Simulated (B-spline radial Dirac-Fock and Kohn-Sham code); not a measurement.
**Elastic and transport cross sections of aluminum for positrons**

These are calculated numbers from a radial atomic solver; the model is relativistic (Dirac) partial waves in the static field of the Dirac-Fock atom, without polarisation or absorption potentials. Below a few hundred eV the neglected polarisation potential matters, most of all at small angles. σ_tr1 and σ_tr2 weight the cross section with 1 − P₁ and 1 − P₂ of cos θ; "backward" is the share scattered beyond 90°.

```
energy (eV)  σ (a₀²)  σ_tr1 (a₀²)  σ_tr2 (a₀²)  σ/σ_tr1  backward (%)
        142     13.3         1.75         3.40     7.61           2.8
        156     12.6         1.59         3.10     7.96           2.7
        265     9.37        0.928         1.83     10.1           2.1
        790     4.67        0.291        0.593     16.1           1.2
       1070     3.79        0.204        0.424     18.6          0.96
       1290     3.32        0.162        0.342     20.5          0.84
       1910     2.50       0.0974        0.212     25.6          0.60
       2110     2.32       0.0851        0.186     27.2          0.55
       5540     1.07       0.0207       0.0482     51.9          0.23
       8010        ?            ?            ?        ?             ?
       9350    0.686      0.00895       0.0214     76.7          0.14
      18900    0.369      0.00276      0.00680      134         0.068
      28700    0.255      0.00134      0.00337      190         0.043
      39900    0.191     0.000757      0.00192      253         0.030
      55400    0.145     0.000428      0.00110      339         0.021
     132000   0.0742     9.59e-05     0.000255      773        0.0068
```

Problem. Fill in the row for 8.01 keV.

Solution. σ = 0.784 a₀², σ_tr1 = 0.0115 a₀², σ_tr2 = 0.0273 a₀², σ/σ_tr1 = 68.2, backward 0.16 %. The ratio σ/σ_tr1 is roughly the number of elastic collisions that randomise the direction.
